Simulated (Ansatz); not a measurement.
`[SeH][SiH]1[NH][AlH]1` + HBr → `Br[SiH]1[NH][AlH]1` + H₂Se  (ligand exchange at the Si–Se bond)

Computed with Ansatz on PBE0-D4/def2-TZVP structures; ΔE is electronic, products minus reactants. CBS: MP2 limit from def2 TZ/QZ plus the TZ coupled-cluster correction, frozen cores. Functionals use def2-TZVPP. For Br, Se outer-core shells are correlated without core-valence functions, which leaves a few kJ/mol of doubt a bond. Scalar relativity is left out up to krypton. One conformer a species, not always the lowest.

```
        level  ΔE (kcal/mol)
      BLYP-D4           -7.9
        BHLYP           -9.4
 MP2/def2-SVP           -7.9
CCSD/def2-SVP           -8.1
```

(1) What does CCSD(T)/CBS give? (An estimate is asked.)

Largest T1 diagnostic among the species: 0.012.

Results:

(1) Computed: -7.9 kcal/mol. The listed levels differ from it by 0.0, -1.5, 0.0, -0.2 kcal/mol.

Leaving LDA and LC-ωPBE aside and taking each functional with its dispersion term where it has one, the values, not all of them listed here, spread over 1.8 kcal/mol, from BHLYP-D4 to revPBE-D4. In def2-TZVPP, CCSD(T) changes the Hartree–Fock value by +2.7 kcal/mol (the triples alone add +0.4 kcal/mol) and MP2 by +2.6 kcal/mol.
